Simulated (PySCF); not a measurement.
The numbers below are computed, except where a source is named.
## C4H12AlO2Si(-)

The system: C4H12AlO2Si(-), a molecule drawn as a unit of a network glass or zeolite (built as: Al Si, CH3 ends, O bridges); charge -1, singlet. The structure, one conformer, was relaxed in the gas phase by PBE0-D3(BJ)/def2-SVP. No frequency run checks that it is a minimum.

SMILES: [CH3][Al-]1([CH3])[O][Si](C)(C)[O]1

```csv
atom,x (Å),y (Å),z (Å)
C1,-2.508,-0.707,-0.870
Si2,-0.810,-0.826,-0.045
C3,-0.702,-2.546,0.733
O4,0.443,-0.494,-1.077
Al5,0.920,0.925,0.003
C6,2.692,0.704,0.901
C7,0.708,2.714,-0.863
O8,-0.520,0.399,1.031
H9,-2.657,-1.517,-1.604
H10,-2.596,0.255,-1.399
H11,-3.321,-0.766,-0.127
H12,-1.492,-2.697,1.488
H13,-0.799,-3.339,-0.027
H14,0.273,-2.667,1.231
H15,3.534,0.829,0.195
H16,2.794,-0.301,1.350
H17,2.847,1.438,1.714
H18,1.485,2.898,-1.629
H19,0.778,3.544,-0.135
H20,-0.271,2.806,-1.365
```

Shieldings: GIAO PBE0/aug-pcSseg-1.  Core levels by delta-SCF with SCAN, aug-pcX-2 on the ionised atom and aug-pcseg-1 elsewhere, spin-free X2C (2p3/2 is the spin-free 2p value less a third of a first-order spin-orbit splitting); from the vacuum level, for chosen atoms.

Task: Give the NMR and core-level values of the distinct atoms.

Result: 
| atoms | bonded to | σ (ppm) | δ (ppm) | core level (eV) |
| --- | --- | --- | --- | --- |
| C1 C3 | 1 Si + 3 H | 180.8 | - | 1s 286.07 |
| Si2 | 2 C + 2 O | 353.7 | - | - |
| O4 O8 | 1 Al + 1 Si | 204.0 | - | 1s 531.29 |
| Al5 | 2 C + 2 O | 420.5 | - | 2p3/2 74.23 |
| C6 | 1 Al + 3 H | 194.2 | - | 1s 285.04 |
| C7 | 1 Al + 3 H | 194.2 | - | 1s 285.04 |
| H9 H10 H11 | 1 C | 31.43 | - | - |
| H12 H13 H14 | 1 C | 31.43 | - | - |
| H15 H16 H17 | 1 C | 32.39 | - | - |
| H18 H19 H20 | 1 C | 32.39 | - | - |

Values are those of this one static structure, with the three H of a rotating XH3 group averaged; atoms that internal rotation interchanges would show their mean in an NMR spectrum.

Task: Which of C1, C6, C7 holds its core electrons tightest, and by how much against the loosest?

Result: C1 (bonded to 1 Si + 3 H), by 1.03 eV over C6 (bonded to 1 Al + 3 H).

Task: By CAM-B3LYP/def2-SVPD (TDDFT singlets, Tamm-Dancoff triplets, ionisation by delta-SCF), where does absorption start, and what does vertical ionisation take?

Result: The lowest singlet lies at 5.47 eV (f 0.093), the strongest of the first 6 at 6.52 eV (f 0.096), the lowest triplet at 5.33 eV; vertical ionisation takes 4.54 eV.

Excited states of gas-phase anions may lie above the detachment limit and hang on the basis.
